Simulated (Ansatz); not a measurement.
Z-matrix (Å, degrees):
```
C
C 1 1.492
H 1 1.093 2 109.0
H 1 1.093 2 109.0 3 116.3
H 1 1.088 2 112.5 3 -121.9
O 2 1.272 1 115.7 3 -57.8
C 2 1.396 1 120.5 3 122.1
Al 6 1.837 2 127.7 1 -178.6
C 7 1.396 2 122.9 1 -179.5
H 7 1.080 2 118.6 1 -0.1
O 8 1.709 6 110.3 2 110.8
O 8 1.837 6 94.0 2 -2.5
C 8 1.943 6 111.5 2 -117.5
C 9 1.492 7 120.5 2 179.5
H 11 0.954 8 124.6 6 -51.2
H 13 1.094 8 112.3 6 51.9
H 13 1.094 8 111.4 6 172.3
H 13 1.094 8 111.4 6 -68.5
H 14 1.093 9 109.0 7 -122.2
H 14 1.093 9 109.0 7 121.5
H 14 1.088 9 112.5 7 -0.3
```

Total charge 0; spin multiplicity 1.

List the ωB97M-V/def2-TZVPP orbital energies in eV (Ansatz 0.2.0). (Estimate.)

Ansatz gave: Occupied: -1530.81, -526.64, -526.64, -524.44, -284.66, -284.66, -281.91, -281.91, -281.52, -279.68, -115.40, -75.02, -74.96, -74.88, -32.88, -32.33, -28.82, -25.50, -24.39, -23.12, -20.83, -19.79, -18.88, -17.41, -16.90, -16.05, -15.48, -15.34, -15.18, -14.60, -14.38, -13.83, -13.67, -13.13, -12.61, -12.52, -12.36, -11.12, -10.90, -10.55, -10.12, -9.43. Lowest empty: 0.13, 2.06, 2.74, 2.90, 3.04, 3.39, 3.87, 3.94.
